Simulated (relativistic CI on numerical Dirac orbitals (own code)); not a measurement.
Computed by Dirac-Coulomb-Breit CI, orbitals from a KLI potential per configuration, model QED, valence Slater integrals scaled by 0.85, configuration energies shifted to the measured levels that pair with them (semi-empirical) (own radial code, finite nucleus).

CI space (outside the closed core [Ar] 3d10): 4s2 4p4, 4s 4p5, 4s2 4p3 4d, 4s2 4p3 5s, 4s2 4p3 5p, 4p6, 4s2 4p2 4d2, 4s2 4p3 4f, 4s 4p4 4d, 4s 4p4 4f, 4s2 4p2 4f2, 4s2 4p3 5d, 4s2 4p3 6s, 4p4 4d2, 4s2 4p3 6p, 4s2 4p3 5f, 4s2 4p3 6d, 4s2 4p3 5g, 4s2 4p3 6f, 4s 4p4 5s, 4s2 4p2 4d 4f, 4p5 4d, 4s 4p3 4d2, 4s 4p4 5p, 4s2 4p2 4d 5s, 4s 4p4 5d, 4s 4p3 5s 5p, 4s 4p4 6s, 4p4 4f2, 4s 4p4 6p. Levels of other configurations are missing.

Configurations whose levels could be paired with our table of measured levels were shifted onto them, all but the ground configuration, by the median error of their levels; single terms can still be off by 1,000 to 2,000 cm⁻¹ or more, and rates follow the energies as ν³ (E1, M1) or ν⁵ (E2). The others borrow a shift and can be off by several thousand cm⁻¹ or more. The fine structure of a lone outer electron comes out too small, for d and f at times inverted, and misplaced configurations move strength between like terms. 60 of the 69 excited levels that our extract of the measured tables holds in this range could be paired (the sources list more); they are missed by 589 cm⁻¹ on average and 2357 at most, after the shifts were fitted to these levels, and levels without a partner can miss by more.

Outline of the computed level scheme of Rb IV. Lowest level of each configuration: 4s2 4p4 3P_2 at 0.0000 eV; 4s 4p5 3P°_2 at 16.7458 eV; 4s2 4p3 4d 5D°_0 at 21.1735 eV; 4s2 4p3 5s 5S°_2 at 25.0017 eV.

Some strong electric-dipole decays among the lowest 45 levels: 4s2 4p3 4d 3S°_1 → 4s2 4p4 3P_2 (4.0e+10 s⁻¹); 4s2 4p3 4d 3P°_2 → 4s2 4p4 3P_2 (3.5e+10 s⁻¹); 4s2 4p3 4d 3D°_3 → 4s2 4p4 3P_2 (3.3e+10 s⁻¹); 4s2 4p3 5s 3D°_3 → 4s2 4p4 3P_2 (1.9e+10 s⁻¹); 4s2 4p3 5s 3D°_2 → 4s2 4p4 3P_2 (1.4e+10 s⁻¹); 4s2 4p3 4d 3P°_2 → 4s2 4p4 3P_1 (9.0e+09 s⁻¹); 4s2 4p3 5s 1D°_2 → 4s2 4p4 1D_2 (8.5e+09 s⁻¹); 4s2 4p3 5s 3S°_1 → 4s2 4p4 3P_2 (4.3e+09 s⁻¹).

Rates of lines that live on the mixing of spin multiplicities can be off by large factors.
